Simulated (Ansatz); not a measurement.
Computed with Ansatz on PBE0-D4/def2-TZVP structures; ΔE is electronic, products minus reactants. CCSD(T)/CBS adds triple-zeta CCSD(T) − MP2 to the extrapolated MP2 energy (def2 sets, frozen cores). This one scheme is used for every species. DFT in def2-TZVPP. For Ge outer-core shells are correlated without core-valence functions, which leaves a few kJ/mol of doubt a bond. Scalar relativity is left out up to krypton. One conformer a species, not always the lowest.

Consider the germylene formation by 1,1-elimination: `[CH3][GeH]([OH])[Cl]` → `[Cl][GeH]` + CH₃OH.

```
        level  ΔE (kJ/mol)  difference from CCSD(T)/CBS
      BLYP-D4        206.7                        -44.2
       B97M-V        251.0                          0.1
   r2SCAN0-D4        263.4                         12.5
      ωB97X-V        253.4                          2.5
       B2PLYP        238.3                        -12.6
     PBE-QIDH        270.4                         19.5
       r2SCAN        256.2                          5.3
         PBE0        239.3                        -11.6
      r2SCANh        257.9                          7.0
      r2SCAN0        260.6                          9.7
      LC-ωPBE        262.6                         11.7
  HF/def2-SVP        218.5                        -32.4
HF/def2-TZVPP        227.1                        -23.8
HF/def2-QZVPP        225.7                        -25.2
 HF/CBS(def2)        225.5                        -25.4
MP2/CBS(def2)        273.5                         22.6
  CCSD(T)/CBS        250.9                            0
```

Largest T1 diagnostic among the species: 0.013.

From PBE to PBE0 (25 % exact exchange), in def2-TZVPP and without D4, ΔE moves by +17.3 kJ/mol. The D4 term adds +13.8 kJ/mol with B3LYP and +7.6 kJ/mol with PBE0; it sums over pairs of atoms, weighted by their polarisabilities, and B3LYP, whose exchange is more repulsive, gets the larger term.

B3LYP here is the variant with VWN-RPA as its local correlation; programs differ in this.
